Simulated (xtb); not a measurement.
triflic acid (CHF₃O₃S), SMILES O=S(=O)(O)C(F)(F)F. All values are semi-empirical tight-binding results from xtb (GFN2-xTB unless named), good for trends rather than for accurate numbers. The structure is a stationary point at GFN2-xTB. The values are those of a single conformer.

```
Quantity                                           Result
-----------------------------------------  --------------
orbital gap                                       7.55 eV
zero-point energy                           22.2 kcal/mol
G − E(el) at 298.15 K (modified RRHO)        1.1 kcal/mol
static polarisability (D4 model)               56.2 bohr³
solvation energy, GFN2-xTB/ALPB(water)     -11.2 kcal/mol
solvation energy, GFN2-xTB/ALPB(methanol)   -7.5 kcal/mol
```
